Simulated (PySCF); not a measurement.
C₃H₁₂N₂Si₂.
Numbering: `[CH2:1]=[C:2]([CH3:3])[SiH2:4][NH:5][SiH2:6][NH2:7]` (hydrogens: H8, H9 on C1; H10, H11, H12 on C3; H13, H14 on Si4; H15 on N5; H16, H17 on Si6; H18, H19 on N7)

Geometry (GFN2-xTB, Å), atoms numbered from 1 in this order:
```xyz
19
C3H12N2Si2 angstrom
C     -1.7478    0.1502    1.6432
C     -1.8668   -0.0562    0.3394
C     -3.2054   -0.3004   -0.2866
Si    -0.4089   -0.0208   -0.8604
N      1.0554   -0.0893    0.0460
Si     2.6685    0.1128   -0.5441
N      3.6339    0.1167    0.8859
H     -0.7920    0.3393    2.1030
H     -2.5978    0.1472    2.3111
H     -3.2193   -1.2751   -0.7726
H     -3.3956    0.4476   -1.0551
H     -4.0085   -0.2631    0.4479
H     -0.5327   -1.1444   -1.8063
H     -0.4017    1.2345   -1.6195
H      1.0001   -0.5915    0.9177
H      2.6494    1.3383   -1.3486
H      3.1624   -1.0186   -1.3321
H      4.6336    0.1456    0.7733
H      3.3635    0.7364    1.6338
```

Method used: PySCF 2.14.0, density-fitted response routines, TDDFT CAM-B3LYP/def2-SVPD, vertical, gas phase, core orbitals frozen in the response.

Transition dipole moments from the ground state, in atomic units and in the frame of the coordinates above (overall signs are arbitrary), for the states with f of 0.002 or more among the lowest 7:

| state | E (eV) | μx | μy | μz |
| --- | --- | --- | --- | --- |
| S1 | 6.563 | -0.053 | -0.171 | 0.169 |
| S2 | 6.625 | 0.095 | 0.192 | 0.014 |
| S3 | 6.729 | 0.068 | -0.120 | 0.244 |
| S4 | 6.881 | 0.127 | -0.183 | 0.059 |
| S5 | 7.026 | -0.213 | 0.189 | 1.149 |
| S6 | 7.118 | -0.083 | 0.104 | 0.177 |
| S7 | 7.223 | -0.070 | 0.143 | -0.667 |

Q: Work out the oscillator strengths.

A: f = (2/3) ΔE |μ|² with ΔE in hartree (27.2114 eV).

```json
{"state": "S1", "|μ|² (au)": "0.060", "|μ| (D)": "0.63", "f": "0.010"}
{"state": "S2", "|μ|² (au)": "0.046", "|μ| (D)": "0.54", "f": "0.007"}
{"state": "S3", "|μ|² (au)": "0.078", "|μ| (D)": "0.71", "f": "0.013"}
{"state": "S4", "|μ|² (au)": "0.053", "|μ| (D)": "0.59", "f": "0.009"}
{"state": "S5", "|μ|² (au)": "1.402", "|μ| (D)": "3.01", "f": "0.241"}
{"state": "S6", "|μ|² (au)": "0.049", "|μ| (D)": "0.56", "f": "0.009"}
{"state": "S7", "|μ|² (au)": "0.470", "|μ| (D)": "1.74", "f": "0.083"}
```

Q: Which bond between heavy atoms lies closest to the direction of the S5 transition dipole?

A: C1–C2, at 16° from it; next C2–Si4 at 41°.

Q: What angle do the transition dipoles of S3 and S5 make?

A: |cos θ| = |μa·μb| / (|μa| |μb|) = 0.73, so θ ≈ 43° (taken between 0 and 90°, since the signs are arbitrary).

Q: How is the summed strength of these states shared among x, y and z?

A: (2/3) Σ ΔE μα² gives 0.015 for x, 0.030 for y and 0.327 for z, 0.372 in all.

Q: What peak molar absorption coefficient would the strongest computed level give as a lone Gaussian band 0.4 eV wide at half height?

A: ε(max) = 2.175×10⁸ f / FWHM, with the width in cm⁻¹. S5: 2.175×10⁸ × 0.2413 / 3226 ≈ 16000 L mol⁻¹ cm⁻¹.

One conformer stands for the species.
